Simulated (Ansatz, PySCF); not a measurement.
C2H7N2, SMILES N[CH]CN, multiplicity 2. Atoms are numbered in the order given.

```xyz
11

N      1.5178    -0.2727     0.2422
C      0.6268     0.7160    -0.1658
C     -0.7401     0.2486    -0.5467
N     -1.2865    -0.6120     0.5108
H      1.0429    -1.0152     0.7557
H      2.3555     0.0517     0.7163
H      1.0553     1.5923    -0.6619
H     -1.3665     1.1301    -0.7963
H     -0.7074    -0.3739    -1.4696
H     -1.5283    -0.0467     1.3260
H     -2.1429    -1.0699     0.2000
```
Charge 0, spin multiplicity 2.

Geometry: B3LYP-D3(BJ)/def2-SVP. The isomer is the one that the SMILES or the coordinates give; other isomers of the formula were not compared. Other conformers were not sampled.

Two levels are set side by side: PBE-D3(BJ)/def2-SVP (Ansatz, an electronic-structure program) and B3LYP-D3(BJ)/def2-SVP (Ansatz). Each level has its own optimised geometry; the coordinates shown are those of the second. Frequencies come from the Hessian of PySCF at each geometry. Differences are taken from unrounded values.

| quantity | B3LYP-D3(BJ) |
|---|---|
| mean bond length (Å) | 1.175 |
| bond N1–C2 (Å) | 1.392 |
| bond C2–C3 (Å) | 1.494 |
| bond C3–N4 (Å) | 1.469 |
| bond N1–H5 (Å) | 1.020 |
| bond N1–H6 (Å) | 1.016 |
| bond C2–H7 (Å) | 1.094 |
| bond C3–H8 (Å) | 1.110 |
| bond C3–H9 (Å) | 1.114 |
| bond N4–H10 (Å) | 1.021 |
| bond N4–H11 (Å) | 1.020 |
| highest harmonic wavenumber (cm⁻¹) | 3620 |
| mean harmonic wavenumber (cm⁻¹) | 1576 |
| zero-point energy (kcal/mol) | 60.81 |

Task: What does PBE-D3(BJ) give, and how far is it from B3LYP-D3(BJ)? (Estimate from the structure and the level; the computed values follow.)

Result: 
| quantity | PBE-D3(BJ) | PBE-D3(BJ) minus B3LYP-D3(BJ) |
|---|---|---|
| mean bond length (Å) | 1.182 | 0.007 |
| bond N1–C2 (Å) | 1.395 | 0.003 |
| bond C2–C3 (Å) | 1.494 | 0.000 |
| bond C3–N4 (Å) | 1.473 | 0.004 |
| bond N1–H5 (Å) | 1.030 | 0.010 |
| bond N1–H6 (Å) | 1.023 | 0.007 |
| bond C2–H7 (Å) | 1.102 | 0.007 |
| bond C3–H8 (Å) | 1.118 | 0.009 |
| bond C3–H9 (Å) | 1.124 | 0.010 |
| bond N4–H10 (Å) | 1.029 | 0.008 |
| bond N4–H11 (Å) | 1.027 | 0.008 |
| highest harmonic wavenumber (cm⁻¹) | 3532 | -88 |
| mean harmonic wavenumber (cm⁻¹) | 1534 | -41 |
| zero-point energy (kcal/mol) | 59.22 | -1.59 |

Exact exchange shortens and stiffens bonds; PBE has none. Differences between two approximate levels are no errors against the true value.
